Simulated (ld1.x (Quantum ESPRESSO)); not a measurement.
What one change does to a pseudopotential (cadmium, TM)

Cd, norm-conserving Troullier–Martins (Kleinman–Bylander form), made with ld1.x (Quantum ESPRESSO) 7.5 (PBEsol, scalar-relativistic). Core [Kr], reference 4d10 5s2 5p0. Waves: 5p (bound, empty): rc 2.50 bohr; 4d (bound): rc 1.80 bohr; 5s (bound): rc 2.45 bohr. Local part: the s channel. Core correction: a·sin(br)/r model core inside 1.75 bohr.

Change: wave 4d (bound): rc 1.80 bohr becomes 4d (bound): rc 2.10 bohr.

Cutoffs: the cutoffs (Ry, on a coarse ladder) from which the occupation-weighted sum of valence levels, in a spherical-Bessel basis at the reference potential, stays within 10 and 1 mRy of its value at 400 Ry; they do not see the model core or the augmentation charge, which bear on the density cutoff. Errors are all-electron minus pseudo energies relative to the spin-unpolarised reference configuration.

Q: Predict the effect on cutoff, ghosts and configuration errors.

A: The potential gets softer (70 Ry and 100 Ry → 55 Ry and 90 Ry); of the 7 tests that both files solve, the error grows in 0 and shrinks in 5 by more than 15 % and 0.3 meV (median size 40.6 → 34.3 meV); neither file shows a bound ghost. A larger radius leaves more room for a smooth pseudo-wave, so fewer plane waves are needed. That the errors move this way runs against the usual rule that smaller radii transfer better.

| quantity | base | changed |
| --- | --- | --- |
| cutoff, loose | 70 Ry | 55 Ry |
| cutoff, tight | 100 Ry | 90 Ry |
| loose cutoff by channel (10 mRy a level) | d 55 Ry, s 8 Ry | d 45 Ry, s 8 Ry |
| bound ghosts | none | none |
| error for 4d10 5s1 5p0, meV [ΔE 9.31 eV] | -6.2 | -4.9 |
| error for 4d10 5s0 5p0, meV [ΔE 26.40 eV] | -41 | -34 |
| error for 4d9 5s0 5p0, meV [ΔE 64.40 eV] | -243 | -236 |
| error for 4d10 5s0 5p1, meV [ΔE 15.16 eV] | -13 | -10 |
| error for 4d9 5s2 5p1, meV [ΔE 12.65 eV] | -181 | -147 |
| error for 4d9 5s2 5p0, meV [ΔE 17.97 eV] | -140 | -111 |
| error for 4d10 5s1.5 5p0, meV [ΔE 3.73 eV] | -1.4 | -1.2 |
| s: phases at 2.71 bohr within 0.05 rad from the reference energy up to (Ry; the scan ends near 5) | 2.4 | 2.4 |
| p: phases at 2.71 bohr within 0.05 rad from the reference energy up to (Ry; the scan ends near 5) | 3.6 | 3.6 |
| d: phases at 2.71 bohr within 0.05 rad from the reference energy up to (Ry; the scan ends near 5) | 0.7 | 0.7 |
